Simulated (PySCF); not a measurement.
# How the functional moves excitation energies

Species: C4H8Se.
SMILES: `C/C=C\[Se]C`

Linear-response calculations in the def2-SVPD basis (PySCF; singlets by full response, triplets Tamm–Dancoff, core orbitals frozen in the response; HF means time-dependent Hartree–Fock). 'Strongest' is the level of largest summed f among the singlets computed (6 and 10 roots, of which the last may lack a degenerate partner); it can jump between rows when another state enters that window. S1 is the lowest singlet of each run and needn't be the same state throughout; f(S1) is that of one state. One conformer (not necessarily the lowest) at the PBE0-D3(BJ)/def2-SVP geometry, without solvent, vibrations or thermal averaging. Relativistic effects, spin–orbit coupling among them, are left out although an element past zinc is present.

```tsv
functional	kind	S1 (eV)	f(S1)	strongest (eV)	T1 (eV)	HOMO (eV)	gap (eV)	ionisation energy, ΔSCF (eV)
LDA	LDA	4.23	0.000	4.82	3.69	-4.89	4.04	7.79
PBE	GGA	4.23	0.000	4.87	3.60	-4.76	4.11	7.61
B3LYP	global hybrid, 20% exact exchange	4.46	0.000	5.21	3.72	-5.58	5.51	7.73
PBE0	global hybrid, 25% exact exchange	4.59	0.000	5.33	3.70	-5.78	5.96	7.72
CAM-B3LYP	range-separated hybrid	4.66	0.001	5.55	not run	-7.01	7.96	not run
wB97X-D	range-separated hybrid	4.74	0.000	5.56	3.87	-7.55	9.34	7.76
LC-wPBE	range-separated hybrid	4.91	0.000	8.12	3.76	-8.30	10.23	7.91
HF	Hartree–Fock	5.15	0.002	6.33	3.43	-8.03	10.18	not settled
```

Problem. What does BHandHLYP (global hybrid, 50% exact exchange) give?

Solution. S1 (eV) 4.77, f(S1) 0.001, strongest (eV) 5.73, T1 (eV) 3.75, HOMO (eV) -6.68, gap (eV) 7.49, ionisation energy, ΔSCF (eV) 7.68. S1 runs from 4.23 eV (LDA) to 5.15 eV (HF), a spread of 0.92 eV, while the orbital gap spreads over 6.2 eV. Along PBE (0%), B3LYP (20%), PBE0 (25%), BHandHLYP (50%), HF (100%) S1 rises with the share of exact exchange. −ε(HOMO) comes closest to its own ΔSCF ionisation energy with wB97X-D (-0.22 eV) and misses most with LDA (-2.90 eV). 'Not settled' means that the ion's SCF failed to converge or may have ended in another state than the lowest.
